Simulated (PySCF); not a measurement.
# Shifts of the heteroatoms

Mapped SMILES: `[F:1][CH:2]([F:3])[CH:4]1[SiH2:5][CH2:6][SiH2:7]1`; H(Xn) means a hydrogen on atom n. Ha(Si5), Ha(C6), Ha(Si7) are cis to C2 on the ring; Hb(Si5), Hb(C6), Hb(Si7) are trans to C2 on the ring.

[PySCF: PBE0/pcSseg-1 with gauge-including orbitals; GFN2-xTB geometry; one computed conformer; averaged over atoms made equivalent by symmetry, fast rotation or ring inversion; no relativistic terms; in vacuum]

(1) What are the $^{19}$F shifts?

(2) Where does $^{29}$Si resonate?

Results:

(1) 
```csv
atoms,environment,σ (ppm),δ (ppm)
F1/F3,fluorine of a CF2 group,292.9,-103.6
```

Shieldings were converted by a linear fit to measured shifts: $^{19}$F (scatter 6.0 ppm rms, 7.0 ppm with the 5 outliers that the fit left out vs CFCl3, solution or neat liquid, with a term for F on sp3 carbon). Occasional misses reach two or three times the rms, and more in compound classes unlike the fitted ones.

On a 400 MHz spectrometer $^{19}$F resonates near 376.4 MHz, so 1 ppm is 376.4 Hz.

(2) 
| atoms | environment | σ (ppm) | δ (ppm) |
| --- | --- | --- | --- |
| Si5/Si7 | silicon bonded to 2 C, 2 H, in a 4-membered ring | 386.2 | -37.5 |

Shieldings were converted by a linear fit to measured shifts: $^{29}$Si: δ = 279.94 − 0.822σ (rms 8.9 ppm, 72 shifts, 25.8 ppm with the 6 outliers that the fit left out vs TMS, solution or neat liquid). Occasional misses reach two or three times the rms, and more in compound classes unlike the fitted ones.

On a 300 MHz spectrometer $^{29}$Si resonates near 59.6 MHz, so 1 ppm is 59.6 Hz.
